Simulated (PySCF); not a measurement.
Ga(H)2(OSiH3) (GaH5OSi), SMILES [SiH3][O][GaH2].

The structure is a stationary point at PBE0-D3(BJ)/def2-SVP.

Computed with PBE0-D3(BJ)/def2-SVP (PySCF).

Frequencies are harmonic and unscaled.

Computed harmonic wavenumbers and intensities:
| mode | ν (cm⁻¹) | IR (km/mol) | moving atoms (share of kinetic energy) |
|---|---|---|---|
| 1 | 63 | 1.0 | H 72 %, O 25 % |
| 2 | 92 | 1.4 | O 44 %, Si 23 %, H 20 %, Ga 12 % |
| 3 | 129 | 0.9 | H 72 %, O 25 % |
| 4 | 486 | 21.8 | Si 30 %, H 26 %, Ga 25 %, O 19 % |
| 5 | 539 | 48.3 | H 76 %, O 14 % |
| 6 | 625 | 110.2 | H 94 % |
| 7 | 731 | 237.2 | H 95 % |
| 8 | 732 | 61.0 | H 84 %, Si 9 % |
| 9 | 738 | 95.4 | H 78 %, O 12 %, Si 9 % |
| 10 | 950 | 86.6 | H 96 % |
| 11 | 952 | 73.8 | H 96 % |
| 12 | 995 | 433.7 | H 84 %, Si 14 % |
| 13 | 1032 | 253.6 | O 76 %, Si 12 %, H 10 % |
| 14 | 2002 | 111.9 | H 99 % |
| 15 | 2028 | 149.1 | H 99 % |
| 16 | 2202 | 142.0 | H 97 % |
| 17 | 2227 | 164.9 | H 96 % |
| 18 | 2231 | 116.9 | H 98 % |
